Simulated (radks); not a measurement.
O II, 7 electrons, occupied as [He] 2s2 2p3.

All-electron calculation, Dirac Kohn-Sham, BLYP, spin-unpolarised, spherical densities, finite nucleus; open shells fill j = l - 1/2 first; Fermi nuclear charge, rms radius 2.6991 fm. Program: a radial shooting solver on a logarithmic mesh with Libxc functionals.

Energy parts (hartree):
| part | energy |
|---|---|
| total | -74.47838 |
| kinetic | 74.42098 |
| electron-nucleus | -172.79512 |
| Hartree | 31.80989 |
| exchange-correlation | -7.91412 |

Orbitals (lengths in bohr, moments of r in powers of bohr; <r^-3> diverges for s and p1/2; r(90%) holds 90 % of the orbital's charge):
[
 {"orbital": "1s1/2", "occ.": "2", "eigenvalue (hartree)": "-19.63481", "<r^-3>": "-", "<r^4>": "0.007581", "r(90%)": "0.357", "small-component weight": "7.75e-04"},
 {"orbital": "2s1/2", "occ.": "2", "eigenvalue (hartree)": "-1.45232", "<r^-3>": "-", "<r^4>": "3.838", "r(90%)": "1.73", "small-component weight": "9.42e-05"},
 {"orbital": "2p1/2", "occ.": "2", "eigenvalue (hartree)": "-0.89949", "<r^-3>": "-", "<r^4>": "5.815", "r(90%)": "1.89", "small-component weight": "8.00e-05"},
 {"orbital": "2p3/2", "occ.": "1", "eigenvalue (hartree)": "-0.89785", "<r^-3>": "6.154", "<r^4>": "5.843", "r(90%)": "1.90", "small-component weight": "7.99e-05"}
]

The highest occupied level is 2p3/2 at -24.432 eV. Summed over all electrons, <r^2> = 7.678 bohr^2, which gives a Langevin (diamagnetic) susceptibility term of -6.08 x 10^-6 cm^3/mol. The electron density at the nucleus is 323.8 e/bohr^3.

Run on one thread of a shared host, so times are rough (Arm Neoverse N1): 0.08 s of CPU time, 0.08 s wall, 16 iterations on 2189 mesh points.
